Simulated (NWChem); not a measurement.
Species: MgSiH$_{4}$SO; SMILES [SiH3][O][Mg][SH]

```xyz
8

Mg    -0.4156     0.3699     0.3415
S     -1.7602     1.7735     1.5726
H     -1.3812     1.2281     2.7515
O      0.6271    -0.7166    -0.6335
Si     1.5760    -1.7052    -1.5298
H      0.7629    -2.5140    -2.4961
H      2.3345    -2.6656    -0.6629
H      2.5796    -0.9250    -2.3255
```
Atoms are numbered in this order, from 1.

Level: PBE0/def2-SVP (NWChem), optimised geometry, unscaled harmonic frequencies. 

```tsv
frequency (cm⁻¹)	IR intensity (km/mol)
14	11.3
58	3.8
59	2.9
148	56.6
156	57.8
303	1.4
552	5.9
614	42.2
737	67.4
737	68.2
957	86.1
957	86.2
1005	360.6
1089	464.0
2198	193.5
2198	192.3
2210	113.1
2703	1.4
```

```json
{
  "zero_point_energy": "23.9 kcal/mol",
  "thermal correction to the enthalpy at 298.15 K (with zero-point energy)": "29.3 kcal/mol",
  "heat capacity Cv": "22.5 cal/(mol K)",
  "entropy at 298.15 K and 1 atm (symmetry number 1)": "91.0 cal/(mol K)",
  "dipole_moment": "0.92 D"
}
```

Rigid rotor and harmonic oscillator; modes under 100 cm⁻¹ make the entropy uncertain.
